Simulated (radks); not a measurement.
The numbers below are computed, except where a source is named.
Q: Nd4+, 56 electrons, occupied as [Xe] 4f1.75 5f0.25 (fractional occupations, a model configuration). Level of theory: Dirac Kohn-Sham, Wu-Cohen GGA, spin-unpolarised, spherical densities, finite nucleus; open shells fill j = l - 1/2 first; Fermi nuclear charge, rms radius 4.9123 fm (a radial shooting solver on a logarithmic mesh with Libxc functionals).

Spin-orbit splittings of the eigenvalues, e(l+1/2) - e(l-1/2), with zeta = 2 splitting/(2l+1) and mean radii in bohr:

| shell | occ. | splitting (eV) | zeta (eV) | <r> j=l-1/2 | <r> j=l+1/2 |
|---|---|---|---|---|---|
| 2p | 6 | 520.0 | 346.7 | 0.08423 | 0.09064 |
| 3p | 6 | 103.7 | 69.16 | 0.2557 | 0.2682 |
| 3d | 10 | 22.41 | 8.963 | 0.2395 | 0.2434 |
| 4p | 6 | 22.91 | 15.27 | 0.6198 | 0.6472 |
| 4d | 10 | 4.111 | 1.645 | 0.6908 | 0.7003 |
| 4f | 1.75 | ? | ? | 0.8833 | 0.8900 |
| 5p | 6 | 3.877 | 2.585 | 1.519 | 1.585 |
| 5d | 0 | 0.4927 | 0.1971 | 2.006 | 2.030 |
| 5f | 0.25 | 0.03630 | 0.01037 | 3.574 | 3.585 |
| 6p | 0 | 0.8687 | 0.5791 | 3.357 | 3.470 |

Estimate the 4f splitting.

A: 0.5284 eV (zeta = 0.1510 eV).
